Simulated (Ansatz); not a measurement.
Consider the redistribution: `[O]=[V]([OH])([OH])[F]` + `F[SiH](Cl)[GeH3]` → `[O]=[V]([OH])([OH])[Cl]` + `F[SiH](F)[GeH3]`.

Calculated with Ansatz (gas phase, PBE0-D4/def2-TZVP geometries, no zero-point term in ΔE). CBS: MP2 limit from def2 TZ/QZ plus the TZ coupled-cluster correction, frozen cores. DFT in def2-TZVPP. HSE06 is defined as in plane-wave codes. For Ge, V outer-core shells are correlated without core-valence functions, which leaves a few kJ/mol of doubt a bond. Scalar relativity is left out up to krypton. Each species was taken in one conformer, which may not be the lowest.

Problem. Is it downhill or uphill in electronic energy at CCSD(T)/CBS, and by how much? (Estimate.)

Solution. Computed: Downhill: ΔE = -0.45 eV.

Problem. What do these levels give: LDA (SPW92), PBE-D4, B97M-V, HSE06-D4, PBE-QIDH, BLYP, PBE0, r2SCANh, RPA@PBE/def2-TZVPP, HF/def2-SVP, CCSD/def2-SVP, MP2/def2-QZVPP? (Best estimate.)

Solution. The calculation gave: LDA (SPW92) -0.33, PBE-D4 -0.28, B97M-V -0.37, HSE06-D4 -0.33, PBE-QIDH -0.48, BLYP -0.35, PBE0 -0.33, r2SCANh -0.36, RPA@PBE/def2-TZVPP -0.43, HF/def2-SVP -0.30, CCSD/def2-SVP -0.25, MP2/def2-QZVPP -0.66 eV.

Largest T1 diagnostic among the species: 0.032, so the coupled-cluster value is less sure than usual.

From BLYP to BHLYP (50 % exact exchange), in def2-TZVPP and without D4, ΔE moves by −0.07 eV. Leaving LDA and LC-ωPBE aside and taking each functional with its dispersion term where it has one, the values, not all of them listed here, spread over 0.24 eV, from B2PLYP to revPBE-D4. LDA lies −0.04 eV from PBE without D4. At CCSD(T), def2-SVP lies +0.16 eV from the extrapolated value and def2-TZVPP −0.00 eV.
